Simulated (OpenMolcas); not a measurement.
**What dynamic correlation does to the levels of Ta I**

| Quantity | Value |
| --- | --- |
| Program | OpenMolcas 26.06 |
| Basis | ANO-R2 [8s6p5d3f1g] |
| Scalar Hamiltonian | X2C, finite nucleus |
| Active space | 5 electrons in 6 orbitals (5d 6s) |
| State averaging | 2S+1 = 4 even, 50 roots; 2S+1 = 6 even, 6 roots kept (CI in the orbitals of an earlier block); 2S+1 = 2 even, 98 roots kept (CI in the orbitals of an earlier block) |
| Spin-orbit coupling | RASSI with atomic mean-field integrals over the reference wave functions, term energies averaged over their components |

Methods on the same reference wave functions:
A. CASSCF
B. SS-CASPT2, IPEA 0.25 Eh, imaginary shift 0.1 Eh (closed shells correlated: 5s 5p)
C. MS-CASPT2, IPEA 0.25 Eh, imaginary shift 0.1 Eh (closed shells correlated: 5s 5p)

Energies in cm⁻¹ above 5d³ 6s² ⁴F_3/2, the measured ground level; measured values from NIST Handbook of Basic Atomic Spectroscopic Data.

| Level | A | B | C | Measured |
| --- | --- | --- | --- | --- |
| 5d³ 6s² ⁴F_3/2 | 0.0 | 0.0 | 0.0 | 0.0 |
| 5d⁴ 6s ⁶D_1/2 [69 %] | 1421 | 9320 | 9440 |  |
| 5d³ 6s² ⁴F_5/2 | 1772 | 1823 | 1864 | 2010 |
| 5d⁴ 6s ⁶D_3/2 [68 %] | 2394 | 9450 | 10010 |  |
| 5d³ 6s² ⁴F_7/2 | 3511 | 3650 | 3800 | 3964 |
| 5d⁴ 6s ⁶D_5/2 | 3684 | 10840 | 11130 |  |
| 5d³ 6s² ⁴F_9/2 [67 %] | 4844 | 5160 | 5470 | 5621 |
| 5d⁴ 6s ⁶D_7/2 | 5058 | 11770 | 12250 |  |
| 5d³ 6s² ⁴P_1/2 [75 %] | 5628 | 5040 | 5790 | 6049 |
| 5d³ 6s² ⁴P_3/2 [69 %] | 5860 | 5720 | 5860 | 6069 |
| 5d⁴ 6s ⁶D_9/2 [71 %] | 6636 | 13100 | 13470 |  |
| 5d³ 6s² ⁴P_5/2 | 8008 | 8810 | 8530 | 9253 |
| 5d³ 6s² ²G_7/2 | 10818 | 9940 | 10460 |  |
| 5d³ 6s² ²G_9/2 [54 %] | 11962 | 10990 | 11590 |  |
| 5d³ 6s² ²D_5/2(1) | 13052 | 12880 | 13380 |  |
| 5d³ 6s² ²P_1/2 [70 %] | 13492 | 11370 | 11690 |  |
| 5d³ 6s² ²H_9/2 [65 %] | 16716 | 15720 | 16230 |  |
| 5d³ 6s² ²H_11/2 | 16922 | 15850 | 16360 |  |
| 5d³ 6s² ²P_3/2 [55 %] | 17568 | 15890 | 16380 |  |
| 5d⁴ 6s ⁴H_7/2 [59 %] | 17926 | 22130 | 22650 |  |
| 5d³ 6s² ²F_5/2 | 18260 | 18100 | 18600 |  |
| 5d³ 6s² ²F_7/2 | 18399 | 18270 | 18760 |  |
| 5d⁴ 6s ⁴H_9/2 [59 %] | 18489 | 22690 | 23190 |  |
| 5d⁴ 6s ⁴H_11/2 | 19476 | 23910 | 24420 |  |

Deviations, from unrounded energies. A percentage is the sum of absolute deviations over the sum of measured energies, with the sign that they share, or ± where signs differ.

```tsv
Against measurement	Levels	A	B	C
mean absolute deviation (cm-1)	6	560	460	270
fine structure of the ground term (%)	3	-12.7	-8.3	-4.0
other terms of the ground configuration (%)	3	-8.8	-8.4	-5.5
```

C lies closest to measurement on these levels and A furthest from it. The largest miss of C in the table is 5d³ 6s² ⁴P_5/2, by -720 cm-1. The ranking rests on the paired levels alone, and a cruder setting can come out closer through cancelling errors.

Between B and C the level of the table that moves most is 5d³ 6s² ⁴P_1/2 [75 %], by 750 cm-1 (lowest in B, highest in C). Moves below CASPT2's spread within the term are not significant.

The mean deviations of B to C differ by less than CASPT2's widest spread within a term (790 cm-1), so their order carries little weight.

From A to B the spin-free energies of the other terms of 5d³ 6s² shown, above ⁴F, scale by factors of 0.74 to 1.36.

The lowest spin-free term lies below A's lowest term by 0.309 hartree in B, 0.311 hartree in C.

Term energies are means over components that CASPT2 splits; among the terms shown or strongly mixed into the levels shown the widest spread is 790 cm-1 (5d⁴ 6s ⁴H, C). Over all roots computed the reference weight is 0.87 to 0.92 in B, 0.87 to 0.92 in C; the roots of lowest weight are the least certain, and an intruder state may touch them. Terms from blocks run as CI alone lack orbitals of their own. Configurations are named by rounded mean occupations; where the s occupation lies near a half they are strongly mixed, a name can repeat and a true partner stay unpaired. A single d shell beside an s shell can misplace configurations of different d count against each other. Without dynamic correlation excited terms often stand tens of per cent too high (terms of higher spin than the ground term too low), and those without a measured partner can miss by more than the paired ones (holds for A). Some terms miss by over 15 % even with CASPT2, which points to a basis or an active space too small for the shells correlated (holds for B). Blocks of more than 70 roots (2S+1 = 2 even) ran without multistate coupling (holds for C). The CASPT2 spread within a term exceeds the gap to the next term for 5d⁴ 6s ⁴F and 5d⁴ 6s ⁴G, so the order of their levels is uncertain, and so are names and mixing where such terms share a J (holds for C). Computed and measured levels are paired by configuration, term and J; levels that our copy of the source lacks, or whose pairing is in doubt (as where it misses far off the trend of its configuration), stay unpaired and out of the deviations. Levels of configurations outside the active space are missing. Levels that lie high or do not pair safely by name in every column are left out.

A share in square brackets marks a mixed level and gives the weight of the term that names it, the lowest over the columns. A number in round brackets counts repeated terms of one configuration in the order of the reference energies.
